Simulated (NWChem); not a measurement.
System: C2H5BF2O; SMILES OCB(F)CF

The following NWChem deck was run.

```
start job
memory heap 200 mb stack 900 mb global 1100 mb
geometry units angstroms noautosym nocenter noautoz
  O     -0.759358    -2.256230    -0.062281
  C     -0.898936    -0.844171     0.049724
  B      0.428859    -0.015733    -0.002754
  F      1.600481    -0.667905     0.004667
  C      0.468696     1.559636    -0.024750
  F     -0.826438     2.088373    -0.002637
  H      0.152831    -2.486395     0.169399
  H     -1.430988    -0.567639     0.981904
  H     -1.570292    -0.496555    -0.750095
  H      1.026505     1.958456     0.836720
  H      0.985747     1.931634    -0.923037
end
basis spherical
  O library pcsseg-1
  C library pcsseg-1
  B library pcsseg-1
  F library pcsseg-1
  H library pcsseg-1
end
dft
  xc slater vwn_5
  iterations 150
end
property
  shielding
  efieldgrad
end
task dft property
```

All runs use the structure optimised with B3LYP/6-31G* (spherical d).

GIAO values for the isolated, static molecule; σ is the absolute isotropic shielding, δ = σ(reference) − σ with the isolated reference molecule computed at the same levels (13C: tetramethylsilane, 19F: trichlorofluoromethane, 1H: tetramethylsilane).

Atoms are numbered as in the input.

Task: What results follow from this input? (LDA (Slater exchange, VWN5)/pcSseg-1, GIAO.) Quantities: δ C2 (ppm); δ F4 (ppm); δ C5 (ppm); δ F6 (ppm); δ H7 (ppm); δ H10 (ppm); δ H11 (ppm).

Result: 
```json
{
 "δ C2 (ppm)": "65.0",
 "δ F4 (ppm)": "-56.6",
 "δ C5 (ppm)": "88.4",
 "δ F6 (ppm)": "-347.7",
 "δ H7 (ppm)": "0.78",
 "δ H10 (ppm)": "4.87",
 "δ H11 (ppm)": "4.87"
}
```
